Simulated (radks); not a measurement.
The numbers below are computed, except where a source is named.
The germanium ion Ge3+, [Ar] 3d10 4s1. Level of theory: non-relativistic Kohn-Sham, exchange-only PBE, spin-polarised, spherical densities, point nucleus (a radial shooting solver on a logarithmic mesh with Libxc functionals). Every spin shell is full or empty, so the densities are truly spherical. Functionals are evaluated on that one density, not self-consistently. Rank these exchange functionals by their error against the exact value of the orbitals, and give that value: LDA, B88, PBE, PBEsol, revPBE, PW86, WC, SOGGA, B86b, G96, APBE, Tao-Mo.

Answer. Exact: -76.5739 hartree. From best to worst, with 100 (|E| - |E exact|)/|E exact| (equal figures are ties): revPBE -0.06, B88 +0.22, B86b +0.22, PW86 +0.25, PBE -0.28, G96 +0.46, Tao-Mo -0.49, APBE +0.60, WC -0.89, PBEsol -2.50, SOGGA -2.52, LDA -5.71.
